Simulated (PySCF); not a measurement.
**How methods differ on the excitation energy of Be**

Be [He] 2s2 (1S) → Be [He] 2p2 (3P), as a difference of total energies. All numbers are calculated (PySCF 2.14, no relativity, point nucleus, in cc-pVQZ (5s4p3d2f1g, 55 functions)). Correlated levels: valence: 1s2 frozen. The calculations carry no spin-orbit coupling.

```
           method  excitation energy (eV)  error (eV)
              UHF                   6.440      -0.961
              LDA                   5.959      -1.442
              PBE                   5.932      -1.469
             PBE0                   6.219      -1.182
           r2SCAN                   6.049      -1.352
            B97-3                   6.350      -1.051
            HSE06                   6.195      -1.206
              M06                   6.178      -1.223
          r2SCAN0                   6.284      -1.117
    MP2 (valence)                   7.079      -0.322
SCS-MP2 (valence)                   7.347      -0.054
```

Reference: 7.401 eV (measured; NIST levels, between the centres of gravity of the two terms).

Errors of the correlated levels include the incompleteness of this basis and the frozen core.

The basis was made for the ground configuration and has no added diffuse functions, so the excitation energy can come out too high.
